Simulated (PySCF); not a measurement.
C₃H₈OSi₂, SMILES [SiH2]1[Si@H](O)CC=C1. Geometry: PBE-D3(BJ)/def2-SVP. The structure was generated by enumeration; whether it is a known compound was not checked. The values are those of a single conformer.

Problem. Give the equilibrium geometry at PBE-D3(BJ)/def2-SVP (PySCF confirms it by a frequency run) as a Z-matrix. (An estimate is asked for; the answer gives what the named calculation found.)

Solution. Several could match; the one computed here: 
```
Si
O 1 1.6925
H 2 0.9728 1 114.24
H 1 1.4996 2 104.75 3 -160.69
C 1 1.9190 4 111.37 2 122.72
H 5 1.1126 1 110.83 4 -96.38
H 5 1.1150 6 104.98 1 -117.62
C 5 1.5127 6 111.25 7 -118.80
C 8 1.3587 5 124.31 6 -137.84
H 9 1.1039 8 118.66 5 -178.75
H 8 1.1080 9 119.19 10 0.22
Si 9 1.8886 10 123.65 8 -179.91
H 12 1.5085 9 112.67 10 70.01
H 12 1.5094 13 107.46 9 124.20
```
